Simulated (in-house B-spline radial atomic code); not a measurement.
Mo⁺. Computed with a B-spline radial atomic code. Model: non-relativistic spherical atom: semilocal Troullier-Martins pseudo-atom, one channel per l, against all electrons, high spin, G0W0 and RPA with empty states to l = 8, local potential for every l without a channel, a model core (radius 0 = none) keeps its share of the functional.

Without relativity these are model numbers for so heavy an element.

What the tables leave out is listed at the end.

The pseudopotential gives back the lowest level of each angular momentum of its own functional in the configuration it was made in; a second state of the same l is only approximately right. Exact exchange, RPA and GW see the smooth pseudo-orbitals and miss the exchange with the core, for which the functional's share stands in. The column with an uncorrelated core keeps all orbitals and exact exchange, and so separates missing core correlation from pseudisation. Only the three outermost levels and the lowest empty one were computed. RPA here is direct RPA, with no exchange kernel, and its energies carry an (l + 1/2)⁻⁴ tail. A hybrid on a potential with a model core restores only its own semilocal share of the core's exchange.

Command:
```bash
python run_psgw.py task.json out
```
Settings (lengths in bohr, energies in hartree):
```
Z                      42
electrons              41
configuration          [Kr] 4d5
generated_in           [Kr] 4d5 5s1
functional             lda,vwn
core_shells            6
radius_factor          1.15
core_correction        True
```

Run time, properties included: 44 s on 1 thread of Arm Neoverse N1 (shared host).

Given: made with LDA VWN5; model core radius 0.745 bohr; local radius 1.22 bohr; mean-field start LDA VWN5.

Valence shells of the generating configuration: 4s, 4p, 4d, 5s.

Channel: s 1.157, p 1.23, d 1.575 (radii in bohr).

Computed: largest level miss in the spin-unpolarised generating configuration 0.053 eV; valence RPA correlation energy all-electron orbitals -0.71905 hartree; valence RPA correlation energy pseudo -0.74875 hartree; pseudo-atom RPA polarisability 16.772 bohr³.

```tsv
level	occupied	mean-field all-electron (eV)	mean-field pseudo minus all (eV)	G0W0 all-electron (eV)	G0W0 uncorrelated core minus all (eV)	G0W0 pseudo minus all (eV)	exchange self-energy all-electron (eV)	exchange self-energy pseudo (eV)
4d up	1	-11.707	-0.04	-16.441	0.078	-0.245	-25.663	-23.269
5s up (empty)	0	-10.168	-0.093	-7.2122	0.04	-0.068	-3.8976	-3.1516
```

(1) What is the all-electron RPA polarisability, core included?

Given: mean-field start PBE0.

Computed: valence RPA correlation energy all-electron orbitals -0.67461 hartree; valence RPA correlation energy pseudo -0.70166 hartree; all-electron RPA polarisability, core included 13.709 bohr³.

| level | occupied | mean-field all-electron (eV) | mean-field pseudo minus all (eV) | G0W0 all-electron (eV) | G0W0 uncorrelated core minus all (eV) | G0W0 pseudo minus all (eV) | exchange self-energy all-electron (eV) | exchange self-energy pseudo (eV) |
| --- | --- | --- | --- | --- | --- | --- | --- | --- |
| 4d up | 1 | -12.981 | -0.086 | -16.423 | 0.075 | -0.173 | -25.965 | -23.631 |
| 4p down | 1 | -44.332 | 0.292 | -48.077 | 0.227 | 0.32 | -34.849 | -28.642 |
| 5s up (empty) | 0 | -8.8225 | -0.002 | -6.9736 | 0.037 | 0.026 | -3.439 | -2.7541 |

(2) What is the pseudo-atom RPA polarisability?

## Answers

(1) 16.9 bohr³.

(2) 13.501 bohr³.

Among the listed levels the largest G0W0 shift of the pseudo-atom is +0.32 eV, for 4p down on the PBE0 start, while leaving the core uncorrelated moves that level by +0.23 eV. The rest, +0.09 eV, comes from pseudisation and the lost core exchange. Not in the tables (levels of low weight, unsolved or above zero; the highest and the empty levels are kept at any weight): on LDA the G0W0 levels 4p down (pseudo minus all -0.28 eV, weights 0.71 and 0.72), 4p up (pseudo minus all +0.29 eV, weights 0.03 and 0.12); on PBE0 the G0W0 levels 4p up (pseudo minus all +0.26 eV, weights 0.39 and 0.41); no Hartree-Fock pseudo-atom is run with a model core.
